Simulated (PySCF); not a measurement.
PySCF 2.14 output of an unrestricted wB97M-V calculation on a single atom or ion in x2c-TZVPPall with one added diffuse shell each of s, p, d, f type (9s7p5d3f, 76 functions), with the spin-free X2C one-electron Hamiltonian (Gaussian nucleus):

```
SCF conv_tol = 1e-09
number electrons alpha = 24  beta = 24
    N. Mardirossian and M. Head-Gordon.,  J. Chem. Phys. 144, 214110 (2016)
cycle= 1 E= -5880.30392209823  delta_E= -0.00649  |g|= 0.0338  |ddm|= 0.274
cycle= 2 E= -5880.30413627733  delta_E= -0.000214  |g|= 0.0188  |ddm|= 0.101
cycle= 3 E= -5880.30420516498  delta_E= -6.89e-05  |g|= 0.00359  |ddm|= 0.0141
cycle= 4 E= -5880.30420938061  delta_E= -4.22e-06  |g|= 0.000295  |ddm|= 0.0125
cycle= 5 E= -5880.30420943126  delta_E= -5.06e-08  |g|= 1.06e-05  |ddm|= 0.0012
cycle= 6 E= -5880.3042094314  delta_E= -1.38e-10  |g|= 7.03e-07  |ddm|= 4.73e-05
converged SCF energy = -5880.3042094314  <S^2> = -3.1974423e-14  2S+1 = 1
```

The run itself started from symmetry-adapted Hartree-Fock orbitals and held the occupation by maximum overlap, on a logarithmic radial grid, so the iterations belong to that start.

Problem. Which element, charge and spin multiplicity is this?

Solution. In⁺ (indium, charge +1), multiplicity 1; the state was [Kr] 4d10 5s2, closed-shell 1S.
